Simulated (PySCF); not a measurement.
## Electron correlation in Ni⁺ (nickel, charge +1)

[Ar] 3d8 4s1, 4s spin antiparallel (an excited configuration). Calculation: PySCF 2.14, in x2c-TZVPPall with one added diffuse shell each of s, p, d, f type (7s6p5d3f1g, 80 functions); scalar relativity by spin-free X2C-1e. Frozen: [Ar]; 9 electrons correlated.

MP2 pair energies summed by pair of shells (mhartree):

```json
{"pair": "3d-3d", "energy": "-254.60", "share (%)": "90.9"}
{"pair": "3d-4s", "energy": "-25.57", "share (%)": "9.1"}
```

Total MP2 correlation energy: -280.17 mhartree.

Same-spin part -103.67 and opposite-spin part -176.50 mhartree; SCS-MP2 scales them by 1/3 and 6/5 to -246.36 mhartree.
